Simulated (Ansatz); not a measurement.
CH₆N₂Si₂ (`N#C[SiH2]N[SiH3]`), charge 0, multiplicity 1.

Problem. Give a relaxed structure at PBE0-D4/def2-TZVP (the Gaussian-basis code of Ansatz). (Best estimate.)

Solution. The calculation gave: 
```xyz
11

N    -2.500    2.327    0.109
C    -1.945    1.388   -0.260
Si   -1.036   -0.137   -0.823
N     0.035   -0.720    0.373
Si    1.694   -0.276    0.622
H    -2.095   -1.127   -1.120
H    -0.280    0.268   -2.025
H    -0.387   -1.286    1.097
H     1.873    0.556    1.840
H     2.104    0.498   -0.576
H     2.538   -1.491    0.763
```
This is one stationary point; other conformers may exist.
